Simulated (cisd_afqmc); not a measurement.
Input (AFQMC/HF/def2-TZVPP; cisd_afqmc is a phaseless AFQMC code with CISD trial states that reads the integrals written by Ansatz):

Ansatz 0.2 input:
```python
import cisd_afqmc

open("ham.yaml", "w").write("""\
crystal:
  periodic: [false, false, false]
  atoms:
    - {symbol: Se, position_ang: [-0.00000000, -0.00000000, -0.71565625]}
    - {symbol: Cl, position_ang: [0.00000000, 0.00000000, 1.43131250]}
basis:
  gaussian:
    orbitals: def2-TZVPP
magnetization: {spin_polarized: true, initial_magnetization: 1}
correlation: {method: ccsd, electrons: outside_noble_gas, hamiltonian_folder: ham}
""")
rep = cisd_afqmc.ansatz("ham.yaml")
e_ccsd = rep["correlation"]["coupled_cluster"]["energy"]["hartree"]
out = cisd_afqmc.run("ham", e_ccsd, trial="HF", walkers=100, populations=8, threads=8, dt=0.005, steps=40, early=24, settle=10, least=32,
    cut=5e-5, rank_cut=2e-4, target=0.0004, seconds=1500, seed=3, memory=17280, gpu=False)
```

Output:

```
orbitals 71, occupied [7, 6], factors 430 of 575, rank of the doubles 1 of 838
E(HF) = -2859.345379
E(CCSD) on the cut factors = -2859.690461, shift to the whole factors -0.000003
Energy of the trial state on the determinant = -2859.345379
  tau behind 7.2 of longer steps, mean of the populations' last blocks
   2.0  -2859.70641
   4.0  -2859.71858
   6.0  -2859.70807
   8.0  -2859.70286
  10.0  -2859.71003
  12.0  -2859.70285
  14.0  -2859.70201
  16.0  -2859.71043
  18.0  -2859.70507
  20.0  -2859.71407
  22.0  -2859.70477
  24.0  -2859.70005
  26.0  -2859.70671
  28.0  -2859.71075
  30.0  -2859.69711
  32.0  -2859.70767
  34.0  -2859.70863
  36.0  -2859.70710
  38.0  -2859.70215
  40.0  -2859.70268
  42.0  -2859.70377
  44.0  -2859.70498
  46.0  -2859.70761
  48.0  -2859.70332
  50.0  -2859.71335
  52.0  -2859.70419
  54.0  -2859.70383
  56.0  -2859.70293
  58.0  -2859.70284
  60.0  -2859.70863
  62.0  -2859.71016
  64.0  -2859.70499
  66.0  -2859.70463
  68.0  -2859.70257
  70.0  -2859.70718
  72.0  -2859.70492
  74.0  -2859.70921
  76.0  -2859.70430
  78.0  -2859.69998
  80.0  -2859.70919
  82.0  -2859.70204
  84.0  -2859.70794
  86.0  -2859.70187
  88.0  -2859.70383
  90.0  -2859.70657
  92.0  -2859.70887
  94.0  -2859.70949
  96.0  -2859.70351
  98.0  -2859.70943
 100.0  -2859.70382
 102.0  -2859.70878
blocks 4086 (1 outliers left out), error by blocks joined: 1: 0.00032, 2: 0.00040, 4: 0.00050, 8: 0.00059, 16: 0.00064
E(AFQMC/HF) = -2859.70599 +/- 0.00064
```
